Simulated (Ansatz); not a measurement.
`[MgH][Cl]` + `FB(Br)Br` → `[F][Mg][Cl]` + `BrBBr` at 600 K and 1 bar (redistribution).

Computed with Ansatz on PBE0-D4/def2-TZVP structures; ΔE is electronic, products minus reactants. CCSD(T)/CBS adds triple-zeta CCSD(T) − MP2 to the extrapolated MP2 energy (def2 sets, frozen cores). For Br, Mg outer-core shells are correlated without core-valence functions, which leaves a few kJ/mol of doubt a bond. Scalar relativity is left out up to krypton.

```tsv
species	CCSD(T)/CBS energy (Eh)	H − E (kJ/mol)	S (J/(mol·K))
`[MgH][Cl]`	-660.33122	43.8	276.1
`FB(Br)Br`	-5271.35159	56.5	358.6
`[F][Mg][Cl]`	-759.61026	39.3	305.3
`BrBBr`	-5172.09209	67.1	333.0
```

H − E and S are ideal-gas, rigid-rotor, harmonic terms from PBE0-D4/def2-TZVP. 1 Eh = 2625.50 kJ/mol, R = 8.31446 J/(mol·K).

**Question.** By hand: ΔE, ΔH, ΔS and ΔG.

**Answer.** ΔE = (-759.61026) + (-5172.09209) − (-660.33122) − (-5271.35159) = -0.01954 Eh = -51.3 kJ/mol. Δ(H − E) = 39.3 + 67.1 − 43.8 − 56.5 = 6.1, so ΔH = -45.2 kJ/mol. ΔS = 305.3 + 333.0 − 276.1 − 358.6 = 3.6 J/(mol·K). ΔG = -45.2 − 600 × (3.6)/1000 = -47.4 kJ/mol.

**Question.** By hand: the equilibrium constant, and the temperature at which ΔG would vanish if ΔH and ΔS stayed fixed.

**Answer.** log₁₀ K = −ΔG/(RT ln 10) = 4.1. ΔH and −TΔS have one sign here, so there is no such temperature. One of them is within its doubt of zero, so this could turn.

The number of gas molecules stays the same, so ΔS is small and ΔH decides. A doubt of 5 kJ/mol in ΔE shifts log₁₀ K by 0.4 here. These are equilibria of isolated gas molecules and say nothing of rates. Largest T1 diagnostic: 0.010 (customary marks: 0.02 for closed shells, 0.045 for open ones).
